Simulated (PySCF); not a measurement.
**NMR parameters from quadrupole coupling constants**

Species: C₅H₁₃NO₂Si.
Cartesian coordinates in Å at the GFN2-xTB level; atoms count from 1:
```xyz
22
C5H13NO2Si angstrom
C      3.736   -0.020    0.056
O      2.898   -1.022    0.555
C      1.626   -1.077   -0.073
Si     0.590    0.499    0.286
N     -1.084    0.038   -0.074
C     -1.646   -1.185   -0.580
C     -1.815    1.113    0.242
C     -3.306    1.089    0.091
O     -1.190    2.085    0.654
H      3.844   -0.100   -1.033
H      3.361    0.980    0.297
H      4.707   -0.167    0.526
H      1.766   -1.257   -1.149
H      1.171   -1.974    0.351
H      0.749    0.763    1.710
H      0.963    1.538   -0.672
H     -2.304   -1.651    0.159
H     -0.837   -1.873   -0.810
H     -2.221   -1.004   -1.491
H     -3.572    0.930   -0.953
H     -3.729    0.277    0.679
H     -3.716    2.036    0.429
```

Computed at PBE0/pcSseg-1 (PySCF, non-relativistic):

```
atom     environment  nucleus  spin I    Q (b)  CQ = χzz (MHz)      η
  O2    ether oxygen      17O     5/2  -0.0256          12.577  0.977
  N5  amide nitrogen      14N       1  0.02044          -3.363  0.685
  O9    amide oxygen      17O     5/2  -0.0256           8.300  0.195
```

Task: Recover the principal values of the field gradient from CQ = 234.96 MHz × Q × Vzz, η = (Vxx − Vyy)/Vzz and a zero trace.

Result: Vxx = −Vzz(1 − η)/2 and Vyy = −Vzz(1 + η)/2, in au:

| atom | Vxx (au) | Vyy (au) | Vzz (au) | Vzz (10²¹ V/m²) |
| --- | --- | --- | --- | --- |
| O2 | 0.024 | 2.067 | -2.091 | -20.32 |
| N5 | 0.110 | 0.590 | -0.700 | -6.80 |
| O9 | 0.555 | 0.825 | -1.380 | -13.41 |

Task: PQ = |CQ|√(1 + η²/3), νQ = 3|CQ|/[2I(2I − 1)], ν0 = |g|·7.62259 MHz/T·B with g(17O) = −0.75752, g(14N) = 0.40376: values at 18.8 T?

Result: 
| atom | PQ (MHz) | νQ (MHz) | ν0 (MHz) | νQ/ν0 |
| --- | --- | --- | --- | --- |
| O2 | 14.44 | 1.887 | 108.56 | 0.017 |
| N5 | 3.617 | 5.044 | 57.86 | 0.087 |
| O9 | 8.352 | 1.245 | 108.56 | 0.011 |

For O2: PQ = 12.58 × 1.1480, νQ = 12.58 × 0.1500, ν0 = 5.7742 MHz/T × 18.8 T.

Task: For half-integer spins with νQ below a tenth of ν0, find the second-order shift of the centre of gravity of the central transition at 18.8, 23.5 and 28.2 T.

Result: δ = −(3/40)(PQ/ν0)² [I(I + 1) − 3/4]/[I²(2I − 1)²], in ppm:

```tsv
site	18.8 T	23.5 T	28.2 T
17O at O2	-106	-67.9	-47.2
17O at O9	-35.5	-22.7	-15.8
```

Task: A static spin 1 shows, to first order, a doublet split by νQ with the field along z of the gradient, and by (3/4)|CQ|(1 + η) and (3/4)|CQ|(1 − η) along y and x. Give the last two for 14N.

Result: N5: 4.251 and 0.793 MHz.

Task: In the extreme-narrowing limit, with isotropic tumbling and one correlation time, the quadrupolar linewidth goes as PQ². What relative widths follow for the 17O sites?

Result: O2 1, O9 0.33, with O2 as 1.

The couplings are those of the rigid, isolated species; surroundings and motion change them. GFN2-xTB bond lengths can be off by several hundredths of an ångström, more for odd bonds, and the gradients follow them. With a basis this small, the couplings can be 20 % off.

One conformer stands for the species.
